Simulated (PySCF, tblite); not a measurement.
Isomers of C6H13FN2Si, one GFN2-xTB conformer each. Single-point energies are computed at PBE0/pcSseg-1 (PySCF, gas phase, no added dispersion term), electronic only.

```tsv
SMILES	GFN2-xTB relative energy (kcal/mol)
C=C(N1CCCC1)[Si@H](N)F	0.0
CN(C)[SiH2][C@@H](F)CCC#N	52.2
CC1=NN([SiH](C)C)C[C@H]1F	38.9
C/N=C\[C@@H]1CC[C@@H]1N[SiH2]F	1.7
```

Conformers: `[CH2:1]=[C:2]([N:3]1[CH2:4][CH2:5][CH2:6][CH2:7]1)[Si@H:8]([NH2:9])[F:10]` with C1–C2–N3–C4 11°, C1–C2–Si8–N9 -13°, C2–Si8–N9–H 62° and -77°, C2–N3–C4–C5 163°, N3–C4–C5–C6 24°, C4–C5–C6–C7 -37°, C5–C6–C7–N3 36°; `[CH3:1][N:2]([CH3:3])[SiH2:4][C@@H:5]([F:6])[CH2:7][CH2:8][C:9]#[N:10]` with C1–N2–Si4–C5 -159°, N2–Si4–C5–F6 -72°, Si4–C5–C7–C8 175°, C5–C7–C8–C9 -66°; `[CH3:1][C:2]1=[N:3][N:4]([SiH:5]([CH3:6])[CH3:7])[CH2:8][C@H:9]1[F:10]` with N3–N4–Si5–C6 26°; `[CH3:1]/[N:2]=[CH:3]\[C@@H:4]1[CH2:5][CH2:6][C@@H:7]1[NH:8][SiH2:9][F:10]` with N2–C3–C4–C5 -171°, C6–C7–N8–Si9 147°, C7–N8–Si9–F10 -34°, C3–C4–C5–C6 -101°, C4–C5–C6–C7 -14°, C5–C6–C7–N8 136°, C3–C4–C7–C6 102°.

What does PBE0/pcSseg-1 give for the same structures?

```csv
SMILES,PBE0/pcSseg-1 E (Eh),PBE0/pcSseg-1 (kcal/mol),GFN2-xTB (kcal/mol),point group
C=C(N1CCCC1)[Si@H](N)F,-734.68635,0.0,0.0,C1
C/N=C\[C@@H]1CC[C@@H]1N[SiH2]F,-734.63669,31.2,1.7,C1
CC1=NN([SiH](C)C)C[C@H]1F,-734.62378,39.3,38.9,C1
CN(C)[SiH2][C@@H](F)CCC#N,-734.59770,55.6,52.2,C1
```

Both levels put the same isomer lowest; measured from each level's own lowest isomer, the values differ by up to 29.5 kcal/mol (C/N=C\[C@@H]1CC[C@@H]1N[SiH2]F: 1.7 against 31.2). As drawn, the lowest has an N–H bond, an Si–F bond and a C=C bond outside aromatic rings, which the highest lacks; the highest has a C≡N group, which the lowest lacks.

Which frontier levels, dipoles and rotational constants go with these structures?

```csv
SMILES,"HOMO (eV, PBE0/pcSseg-1)",LUMO (eV),dipole (D),"A, B, C (MHz)"
C=C(N1CCCC1)[Si@H](N)F,-5.53,0.23,1.81,"2262, 697.2, 569.5"
C/N=C\[C@@H]1CC[C@@H]1N[SiH2]F,-6.82,-0.20,0.92,"1368, 861.0, 600.3"
CC1=NN([SiH](C)C)C[C@H]1F,-6.02,0.12,1.42,"1977, 694.0, 555.9"
CN(C)[SiH2][C@@H](F)CCC#N,-6.63,0.52,4.62,"2311, 518.2, 503.4"
```

What happens when harmonic zero-point energies from GFN2-xTB frequencies are added?

```tsv
SMILES	ZPE (kcal/mol)	electronic (kcal/mol)	with ZPE (kcal/mol)
C=C(N1CCCC1)[Si@H](N)F	116.4	0.0	0.0
C/N=C\[C@@H]1CC[C@@H]1N[SiH2]F	115.1	31.2	29.9
CC1=NN([SiH](C)C)C[C@H]1F	114.4	39.3	37.2
CN(C)[SiH2][C@@H](F)CCC#N	113.7	55.6	53.0
```

The zero-point energies span 2.7 kcal/mol. The order is unchanged.
